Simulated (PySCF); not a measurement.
# Radial density of Tl⁺ (thallium, charge +1)

B2PLYP, [Xe] 4f14 5d9 6s2 6p1, one real determinant (an excited configuration). Calculation: PySCF 2.14, in x2c-QZVPPall; the spin-free X2C one-electron Hamiltonian (Gaussian nucleus).

```csv
r (bohr),4πr²ρ (e/bohr),4πr²(ρα − ρβ)
0.0168,103.0,0.0034
0.0283,111.0,0.0100
0.0476,152.7,0.0295
0.0800,121.6,0.0929
0.135,142.4,0.0794
0.226,84.86,0.0361
0.381,94.02,0.2008
0.641,34.56,0.1610
1.08,18.74,0.9728
1.81,5.251,0.6018
3.05,1.080,0.3943
5.13,0.07762,0.0583
8.63,0.0003510,0.0003
```

Densities and radii are taken from the X2C orbitals without a picture-change correction, which distorts them close to the nucleus.

⟨L²⟩ = 8.00 against 12 for a pure F term, so this real determinant mixes terms. Spin-orbit coupling, absent here, splits the open shell strongly.
